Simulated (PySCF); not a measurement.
A structure optimised at PBE0-D3(BJ)/def2-SVP, used in a PySCF frequency run:

```
N
H 1 1.0129
C 1 1.4449 2 115.11
H 3 1.0998 1 110.06 2 180.00
H 3 1.1047 4 107.08 1 122.37
H 3 1.1047 4 107.08 5 115.26
Ga 1 1.7871 2 118.80 3 180.00
F 7 1.7413 1 122.75 2 0.00
F 7 1.7430 8 116.42 1 180.00
```
Charge 0, spin multiplicity 1.

Q: Write its SMILES, formula and point group.

A: C[NH][Ga]([F])[F], CH4F2GaN, Cs

Q: What are its rotational constants (standard atomic weights)?

A: 5.7788, 2.4674, 1.7483 GHz
